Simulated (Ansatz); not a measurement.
Geometry optimisation, RKS PBE/def2-SVP in Ansatz 0.2.0.

Input file:

```yaml
crystal:
  periodic: [false, false, false]
  atoms:
    - { symbol: F, position_ang: [-2.3946, 0.7403, 1.2749] }
    - { symbol: B, position_ang: [-1.6189, 0.182, 0.242] }
    - { symbol: C, position_ang: [-0.0577, 0.2959, 0.3216] }
    - { symbol: Si, position_ang: [0.7549, -1.4277, 0.4605] }
    - { symbol: C, position_ang: [0.5682, 1.0151, -0.8959] }
    - { symbol: Cl, position_ang: [0.0939, 2.7608, -0.8972] }
    - { symbol: H, position_ang: [-2.0945, -0.3664, -0.6667] }
    - { symbol: H, position_ang: [-2.69488, 0.5734, 0.48278] }
    - { symbol: H, position_ang: [0.3427, -2.1844, -0.7036] }
    - { symbol: H, position_ang: [2.1455, -1.3607, 0.6189] }
    - { symbol: H, position_ang: [0.1116, -2.112, 1.6667] }
    - { symbol: H, position_ang: [0.2567, 0.5523, -1.8102] }
    - { symbol: H, position_ang: [1.627, 1.0107, -0.8519] }
basis:
  gaussian: { orbitals: def2-SVP }
hamiltonian:
  xc: pbe
relax:
  f_tol: 0.02
  max_steps: 50
```

Launched with:

```bash
$ ansatz run input.yaml --threads 2 --pin off --max-ram 3072MiB --backend cpu --events-out ev --progress --plain --runs-dir out
```

Question: Where does it end, and by what steps?

Answer: The run converged. After 22 steps the energy has fallen by 5.212 eV; H7 moved furthest, 1.98 Å. The start is strongly strained (largest force component 13 eV/Å), so its close contacts needn't be bonds. Parted: F1–B2 (1.41 → 1.87 Å), B2–H8 (1.17 → 2.26 Å).

| step | energy less start (eV) | largest force component (eV/Å) | accepted |
| --- | --- | --- | --- |
| 0 | 0.0000 | 12.642 | yes |
| 1 | -2.5439 | 6.028 | yes |
| 2 | -3.3914 | 0.784 | yes |
| 3 | -3.6779 | 0.668 | yes |
| 4 | -3.9123 | 0.623 | yes |
| 5 | -4.1284 | 0.564 | yes |
| 6 | -4.3419 | 0.603 | yes |
| 7 | -4.5401 | 0.611 | yes |
| 8 | -4.7427 | 0.566 | yes |
| 9 | -4.9309 | 0.643 | yes |
| 10 | -5.0373 | 0.426 | yes |
| 11 | -5.0568 | 1.755 | yes |
| 12 | -5.1512 | 0.553 | yes |
| 13 | -5.1576 | 0.355 | yes |
| 14 | -5.1936 | 0.222 | yes |
| 15 | -5.2019 | 0.405 | yes |
| 16 | -5.2090 | 0.091 | yes |
| 17 | -5.2103 | 0.051 | yes |
| 18 | -5.2111 | 0.049 | yes |
| 19 | -5.2116 | 0.044 | yes |
| 20 | -5.2119 | 0.050 | yes |
| 21 | -5.2120 | 0.029 | yes |
| 22 | -5.2121 | 0.013 | yes |

```xyz
13
Properties=species:S:1:pos:R:3
F -2.322 -0.461 1.317
B -1.436 0.665 0.108
C -0.149 0.162 -0.220
Si 0.588 -1.415 0.459
C 0.731 0.916 -1.181
Cl -0.017 2.449 -1.829
H -2.332 1.465 0.036
H -3.154 -0.023 1.399
H 0.913 -2.390 -0.650
H 1.890 -1.144 1.178
H -0.346 -2.096 1.421
H 0.985 0.315 -2.080
H 1.688 1.235 -0.715
```

The run took 51 s on 2 threads of Intel(R) Xeon(R) Platinum 8488C (Sapphire Rapids), on a shared host, peak memory 0.2 GiB.
